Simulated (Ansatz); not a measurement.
Geometry optimisation, Ansatz 0.2.0, RKS PBE0/def2-SVP.

Input:

```yaml
crystal:
  periodic: [false, false, false]
  atoms:
    - { symbol: B, position_ang: [0.0, 0.0, 0.0] }
    - { symbol: F, position_ang: [0.0, 0.0, 1.67] }
    - { symbol: H, position_ang: [1.0305, 0.0, -0.595] }
    - { symbol: F, position_ang: [-1.1431, 0.0, -0.66] }
    - { symbol: "N", position_ang: [0.0773, -1.7539, 0.5833] }
    - { symbol: H, position_ang: [-0.441, -2.5119, 0.0539] }
    - { symbol: H, position_ang: [0.64, -2.0009, 1.4471] }
    - { symbol: H, position_ang: [0.0473, -1.0728, 1.5337] }
basis:
  gaussian: { orbitals: def2-SVP }
hamiltonian:
  xc: pbe0
relax:
  f_tol: 0.15
  max_steps: 25
  restrain:
    - { distance: [0, 4], at: 1.55, k: 30.0 }
    - { distance: [7, 1], at: 0.92, k: 30.0 }
    - { distance: [0, 1], at: 2.52, k: 30.0 }
    - { distance: [7, 4], at: 2.26, k: 30.0 }
```

Run as:

```bash
$ ansatz run input.yaml --threads 1 --pin off --max-ram 2048MiB --backend cpu --events-out ev --progress --plain --runs-dir out
```

**Question.** Where does it end, and by what steps?

**Answer.** It converged. The restraints hold the end off the free minimum. After 13 steps the energy has fallen by 3.549 eV (the restraints' own energy left out); H7 moved furthest, 1.10 Å. Parted: N5–H8 (1.17 → 2.25 Å).

```
step  energy less start (eV)  largest force component (eV/Å)  accepted
   0                  0.0000                           5.596       yes
   1                 -1.0762                           5.662       yes
   2                 -1.8156                           5.080       yes
   3                 -2.5927                           2.340       yes
   4                 -2.7921                           5.796       yes
   5                 -3.2733                           1.740       yes
   6                 -3.3951                           2.214       yes
   7                 -3.4568                           1.913       yes
   8                 -3.4929                           1.984       yes
   9                 -3.5305                           1.920       yes
  10                 -3.5236                           2.160        no
  11                 -3.5508                           2.198       yes
  12                 -3.5452                           2.142        no
  13                 -3.5493                           2.158       yes
```

```xyz
8
Properties=species:S:1:pos:R:3
B 0.103 -0.522 -0.231
F -0.254 0.401 2.093
H 1.119 0.105 -0.378
F -1.062 -0.057 -0.658
N 0.138 -1.885 0.340
H -0.670 -2.493 0.279
H 1.016 -2.367 0.484
H -0.178 -0.522 2.104
```

The run took 30 s on 1 thread of Arm Neoverse V2, with other jobs on the host, peak memory 0.14 GiB.
